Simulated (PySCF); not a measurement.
NMP (C5H9NO), SMILES N1(C)CCCC1=O. Geometry: PBE-D3(BJ)/def2-SVP. Other conformers were not sampled.

Level of theory: PBE-D3(BJ)/def2-SVP in PySCF 2.14.0.

Harmonic wavenumbers (cm⁻¹): 155, 158, 176, 217, 301, 466, 540, 604, 647, 736, 836, 877, 920, 976, 1017, 1039, 1092, 1100, 1141, 1173, 1194, 1244, 1267, 1282, 1301, 1363, 1386, 1395, 1415, 1417, 1438, 1470, 1785, 2904, 2936, 2985, 2987, 3003, 3006, 3061, 3070, 3076. Rotational constants (GHz): 3.731, 2.969, 1.743; symmetry number 1.

Problem. Work out the zero-point energy and the ideal-gas rigid-rotor harmonic-oscillator thermochemistry at 298.15 K and 1 atm.

Solution. ZPE = ½ Σ hcν = ½ × 59156 cm⁻¹ = 84.57 kcal/mol. H − E(el) = 89.54 kcal/mol. Entropy in cal/(mol K): translation 39.69, rotation 27.21, vibration 14.59, total 81.49. G − E(el) = 65.25 kcal/mol. Cp = 27.64 cal/(mol K).
